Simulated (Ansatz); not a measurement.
Input for Ansatz (an electronic-structure program): R-CCSD(T)/cc-pV(T+d)Z on BF2H3Si (SMILES FB(F)[SiH3]), a point of a torsion scan. Files ending in .json are basis or fitting sets from the Basis Set Exchange.

Ansatz 0.2 input:
```yaml
crystal:
  periodic: [false, false, false]
  atoms:
    - {symbol: F, position_ang: [1.80786159, -1.22713955, 0.01131279]}
    - {symbol: B, position_ang: [1.15339626, -0.07938423, 0.00399525]}
    - {symbol: F, position_ang: [1.97807063, 0.95268439, -0.00183999]}
    - {symbol: Si, position_ang: [-0.82500134, 0.06529583, 0.00248339]}
    - {symbol: H, position_ang: [-1.41451370, -0.56812602, 1.18752435]}
    - {symbol: H, position_ang: [-1.28416562, 1.45639117, -0.01680512]}
    - {symbol: H, position_ang: [-1.41562669, -0.60135677, -1.16356161]}
basis:
  gaussian:
    orbitals: cc-pV_T+d_Z.json
magnetization: {spin_polarized: false}
correlation: {method: ccsd_t, electrons: outside_noble_gas}
scf: {lower_state_search: off}
```

Program output:

```
WARN ansatz: RAYON_NUM_THREADS=1 ignored (pool sized by the plan → 1); use --threads N
Functional definition: HF
these checks for a lower state are left out or cut short: stability, starts, cluster_reference, orbital_swaps, neighbouring_geometries, increment
integrals: 0.51 GiB planned
1027 factors; integrals over basis functions are off by at most 1.6e-3 eV
mean field: 0.46 GiB planned
mean field evaluation 1: about -13996.3655 eV, gradient 3.4e1 eV
mean field evaluation 2: about -13996.4939 eV, gradient 3.4e1 eV
mean field evaluation 4: about -13998.9652 eV, gradient 2.8e0 eV
mean field evaluation 8: about -13999.0101 eV, gradient 1.2e-1 eV
mean field -13999.01020644 eV, -514.4541362167 hartree, gradient 3.3e-6 eV, S^2 0.000000; 0 other end points of the search recorded, 0 dependent functions left out
8 core orbitals not correlated
reference -13999.01020644 eV, -514.4541362167 hartree; 12, 12 occupied and 151, 151 virtual orbitals, 1027 factors
second order -19.61041126 eV of doubles, -0.00000000 eV of singles
coupled cluster: 1.47 GiB planned
cycle   1  -19.80082449 eV  change   -1.9e-1 eV  update   9.8e-2
cycle   2  -20.26603488 eV  change   -4.7e-1 eV  update   3.0e-2
cycle   3  -20.38077103 eV  change   -1.1e-1 eV  update   1.7e-2
cycle   4  -20.36124527 eV  change    2.0e-2 eV  update   3.9e-3
cycle   5  -20.35988350 eV  change    1.4e-3 eV  update   1.6e-3
cycle   6  -20.36089708 eV  change   -1.0e-3 eV  update   4.2e-4
cycle   7  -20.36058417 eV  change    3.1e-4 eV  update   1.3e-4
cycle   8  -20.36051788 eV  change    6.6e-5 eV  update   3.8e-5
cycle   9  -20.36054487 eV  change   -2.7e-5 eV  update   1.5e-5
perturbative correction -0.62684890 eV, -0.0230362720 hartree
Total energy: -14019.99760021 eV, -515.2254087119 hartree
Checks for a lower state left out: stability, starts, cluster_reference, orbital_swaps, neighbouring_geometries, increment
```

The run converged.

Cost: roughly 80 core-seconds.
